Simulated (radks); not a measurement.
The numbers below are computed, except where a source is named.
Q: Coherent X-ray form factor from a spherical all-electron density. Level of theory: non-relativistic Kohn-Sham, LDA (Slater exchange, Perdew-Wang correlation), spin-unpolarised, spherical densities, point nucleus (a radial shooting solver on a logarithmic mesh with Libxc functionals).

sin(theta)/lambda (1/angstrom)  f0 (electrons)
0.05                                    45.926
0.1                                     45.706
0.15                                    45.344
0.2                                     44.843
0.25                                    44.213
0.3                                     43.461
0.4                                     41.639
0.5                                     39.475
0.6                                     37.079
0.8                                     32.027
1                                       27.244
1.25                                    22.338
1.5                                     18.821
2                                       14.699

The species is in the configuration that NIST lists as its ground one. Which atom or ion scatters so?

A: The mercury ion Hg34+, [Kr] 4d10. Extrapolating in s^2 from the first two rows gives f0(0) = 46.0, near the electron count 46; among species with that count, the fall with angle is slower the higher Z, and the table is that of Z = 80; from so few rows the species is fixed only to a neighbour or two.
